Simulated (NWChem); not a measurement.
# SiHOF3; SMILES F[Si](O)(F)F

```xyz
6

O      0.9244    -1.3423     0.0055
Si    -0.0055    -0.0179     0.0000
F      0.2548     0.9037    -1.2780
F     -1.5249    -0.4860    -0.0099
F      0.2384     0.9030     1.2816
H      1.8815    -1.2565     0.0115
```
Atoms are numbered in this order, from 1.

Level: PBE0/def2-SVP (NWChem), optimised geometry, unscaled harmonic frequencies. 

| frequency (cm⁻¹) | IR intensity (km/mol) |
|---|---|
| 114 | 110.2 |
| 258 | 1.9 |
| 273 | 20.8 |
| 356 | 45.5 |
| 373 | 57.2 |
| 378 | 55.8 |
| 745 | 146.8 |
| 788 | 26.8 |
| 1002 | 215.9 |
| 1028 | 233.0 |
| 1052 | 206.7 |
| 3954 | 164.3 |

| Quantity | Result |
|---|---|
| zero-point energy | 14.7 kcal/mol |
| thermal correction to the enthalpy at 298.15 K (with zero-point energy) | 19.0 kcal/mol |
| heat capacity Cv | 18.4 cal/(mol K) |
| entropy at 298.15 K and 1 atm (symmetry number 1) | 76.2 cal/(mol K) |
| dipole moment | 2.33 D |

Rigid rotor and harmonic oscillator.
